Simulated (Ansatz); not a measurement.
Frontier orbitals of `[NH2][Ge][NH2]`.

```json
{"atom": "N1", "x (Å)": "0.670", "y (Å)": "0.856", "z (Å)": "-0.837"}
{"atom": "Ge2", "x (Å)": "-1.035", "y (Å)": "0.637", "z (Å)": "-0.216"}
{"atom": "N3", "x (Å)": "-0.715", "y (Å)": "-0.829", "z (Å)": "0.826"}
{"atom": "H4", "x (Å)": "0.896", "y (Å)": "1.605", "z (Å)": "-1.469"}
{"atom": "H5", "x (Å)": "1.473", "y (Å)": "0.289", "z (Å)": "-0.613"}
{"atom": "H6", "x (Å)": "0.167", "y (Å)": "-1.301", "z (Å)": "0.952"}
{"atom": "H7", "x (Å)": "-1.455", "y (Å)": "-1.256", "z (Å)": "1.357"}
```

The species carries charge 0 and has multiplicity 1. Correlated methods include outer-core shells of Ge, which these sets cover unevenly. Scalar relativity is left out up to krypton. The structure was optimised at the PBE0-D4/def2-TZVP level. It is one conformer, not always the lowest. Basis def2-TZVPP, the Gaussian-basis code of Ansatz.

Orbital energies of one run (eV). Highest occupied ones, from the top: -5.41, -5.63, -6.56, -8.97, -11.44, -11.89, -12.48, -19.99, -20.63, -28.70, -28.78, -28.84, -28.86, -28.93. Empty: -1.25, 0.11, 0.22, 1.75, 2.32, 2.39.

(1) Which functional gave them?
A. r2SCANh
B. B97M-V
C. BHLYP
D. BLYP

Answers

(1) D. HOMO energies: BLYP -5.41, r2SCANh -6.38, B97M-V -5.88, BHLYP -7.82 eV.
